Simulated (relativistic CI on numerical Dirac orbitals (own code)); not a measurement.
# d3 in a ligand field

Computed with a parametric ligand-field model of a d^n configuration (Racah B and C, spin-orbit zeta, crystal field), exact diagonalisation.

Field parameters in Wybourne normalisation: Oh B⁴₀ = 21Dq, B⁴₄ = √(5/14) B⁴₀; Td as Oh with Dq negative (B⁴₀ = 21Dq, B⁴₄ = √(5/14) B⁴₀). The field is a parameter set, without covalency.

Question: Lowest levels for B = 360, C = 1460, ζ = 600 cm⁻¹, Oh, 10Dq = 16600 cm⁻¹?

Answer: Γ8 0 (S 1.50), Γ8 7150 (S 0.51), Γ8 7366 (S 0.51), Γ6 7544 (S 0.50), Γ8 11528 (S 0.52), Γ7 11637 (S 0.51), Γ7 16415 (S 1.50), Γ8 16571 (S 1.49), Γ8 16782 (S 1.49) cm⁻¹, with S from ⟨S²⟩ = S(S + 1). The ground level has 0.00 electrons in the cubic e pair.

Question: Lowest levels for B = 660, C = 3000, ζ = 140 cm⁻¹, Td, 10Dq = -2450 cm⁻¹?

Answer: Γ8 0 (S 1.50), Γ7 16 (S 1.50), Γ8 181 (S 1.50), Γ6 291 (S 1.50), Γ7 2111 (S 1.50), Γ8 2136 (S 1.50), Γ6 2204 (S 1.50), Γ8 2217 (S 1.50), Γ8 4627 (S 1.50) cm⁻¹, with S from ⟨S²⟩ = S(S + 1). The ground level has 1.86 electrons in the cubic e pair.

Question: Lowest levels for B = 730, C = 3640, ζ = 670 cm⁻¹, Td, 10Dq = -11250 cm⁻¹?

Answer: Γ8 0 (S 1.49), Γ7 179 (S 1.50), Γ8 885 (S 1.50), Γ6 1370 (S 1.50), Γ8 6045 (S 0.53), Γ7 10401 (S 1.49), Γ8 10427 (S 1.48), Γ6 10856 (S 1.49), Γ8 10934 (S 1.49) cm⁻¹, with S from ⟨S²⟩ = S(S + 1). The ground level has 1.96 electrons in the cubic e pair.

Question: Lowest levels for B = 340, C = 1740, ζ = 630 cm⁻¹, Oh, 10Dq = 39400 cm⁻¹?

Answer: Γ8 0 (S 1.50), Γ8 8056 (S 0.50), Γ8 8166 (S 0.50), Γ6 8274 (S 0.50), Γ7 13334 (S 0.50), Γ8 13336 (S 0.50), Γ7 39169 (S 1.50), Γ8 39313 (S 1.50), Γ8 39546 (S 1.50) cm⁻¹, with S from ⟨S²⟩ = S(S + 1). The ground level has 0.00 electrons in the cubic e pair.

Question: Lowest levels for B = 550, C = 2790, ζ = 650 cm⁻¹, Oh, 10Dq = 28000 cm⁻¹?

Answer: Γ8 0 (S 1.50), Γ8 12690 (S 0.50), Γ8 13021 (S 0.50), Γ6 13171 (S 0.50), Γ8 20181 (S 0.51), Γ7 20355 (S 0.51), Γ7 27773 (S 1.50), Γ8 27941 (S 1.50), Γ8 28184 (S 1.50) cm⁻¹, with S from ⟨S²⟩ = S(S + 1). The ground level has 0.00 electrons in the cubic e pair.
